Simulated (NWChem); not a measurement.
Molecule: C₁₀H₈S; SMILES c1c(C=C)cc2sccc2c1

```xyz
19

C      1.3183    -3.7721     0.0000
C      0.0940    -3.2020     0.0000
C     -0.2307    -1.7674     0.0000
C     -1.6009    -1.3749     0.0000
C     -1.9876    -0.0368     0.0000
C     -1.0031     0.9787     0.0000
C     -1.1465     2.4108     0.0000
C      0.0618     3.0640     0.0000
S      1.4320     1.9809     0.0000
C      0.3725     0.5816     0.0000
C      0.7598    -0.7636     0.0000
H      2.2477    -3.1805     0.0000
H      1.4312    -4.8662     0.0000
H     -0.7867    -3.8685     0.0000
H     -2.3705    -2.1624     0.0000
H     -3.0539     0.2358     0.0000
H     -2.1154     2.9286     0.0000
H      0.2397     4.1468     0.0000
H      1.8262    -1.0322     0.0000
```
Atoms are numbered in this order, from 1.

Computed with NWChem. Pople sets run with spherical d functions. Structure relaxed at the PBE-D3(BJ)/def2-SVP level. No frequency run checked for a minimum. Vzz is the largest principal value of the second derivative of the potential at the nucleus (NWChem prints the opposite sign); η is the asymmetry. Non-relativistic.

Task: Predict the results for Hartree-Fock/6-31G*. Quantities: Vzz S9 (a.u.); η S9.

Result: 
```yaml
Vzz S9 (a.u.): 2.132
"η S9": 0.96
```
